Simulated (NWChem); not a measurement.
Species: CH2ClF; SMILES FCCl

Computed with NWChem. Pople sets run with spherical d functions. Each level has its own optimisation. Entropies are gas-phase, rigid-rotor, harmonic values for NWChem's default masses at 298.15 K and 1 bar, so the errors hold that model's part too (torsions, anharmonicity).

Measured entropy at 1 bar: 63.2 cal/(mol K) (CRC Handbook, as tabulated in the package chemicals).

```json
[
 {"level": "Hartree-Fock/STO-3G", "entropy at 1 bar (cal/(mol K))": "62.9", "computed − measured": "-0.3"},
 {"level": "Hartree-Fock/3-21G", "entropy at 1 bar (cal/(mol K))": "63.4", "computed − measured": "+0.2"},
 {"level": "Hartree-Fock/6-31G*", "entropy at 1 bar (cal/(mol K))": "62.8", "computed − measured": "-0.4"},
 {"level": "B3LYP/6-31G*", "entropy at 1 bar (cal/(mol K))": "63.2", "computed − measured": "0.0"},
 {"level": "LDA (Slater exchange, VWN5)/def2-SVP", "entropy at 1 bar (cal/(mol K))": "63.1", "computed − measured": "-0.1"},
 {"level": "PBE/def2-SVP", "entropy at 1 bar (cal/(mol K))": "63.3", "computed − measured": "+0.1"},
 {"level": "BLYP/def2-SVP", "entropy at 1 bar (cal/(mol K))": "63.4", "computed − measured": "+0.2"},
 {"level": "PBE0/def2-SVP", "entropy at 1 bar (cal/(mol K))": "63.0", "computed − measured": "-0.2"}
]
```
